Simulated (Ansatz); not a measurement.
`O[SiH2][GaH][OH]` + H–F → `O[SiH2]F` + `[OH][GaH2]`  (cleavage of the Si–Ga bond)

Program: Ansatz. Geometries: PBE0-D4/def2-TZVP. ΔE: electronic, gas phase. CCSD(T)/CBS is the MP2 limit (def2-TZVPP, def2-QZVPP) plus CCSD(T) − MP2 in def2-TZVPP, frozen cores. This one scheme is used for every species. Functionals use def2-TZVPP. For Ga outer-core shells are correlated without core-valence functions, which leaves a few kJ/mol of doubt a bond. Scalar relativity is left out up to krypton. Each species was taken in one conformer, which may not be the lowest.

CCSD(T)/CBS gives -138.4 kJ/mol.

Task: Another level gave -118.0 kJ/mol. Which?
A. revPBE/def2-TZVPP
B. BHLYP-D4/def2-TZVPP
C. PBE-D4/def2-TZVPP
D. r2SCAN/def2-TZVPP

Result: C. PBE-D4 -118.0, r2SCAN -141.6, revPBE -126.0, BHLYP-D4 -148.9 kJ/mol.

Largest T1 diagnostic among the species: 0.015.

Leaving LDA and LC-ωPBE aside and taking each functional with its dispersion term where it has one, the values, not all of them listed here, spread over 33.9 kJ/mol, from B97M-V to revPBE-D4. LDA lies +3.3 kJ/mol from PBE without D4. From PBE to PBE0 (25 % exact exchange), in def2-TZVPP and without D4, ΔE moves by −7.1 kJ/mol.
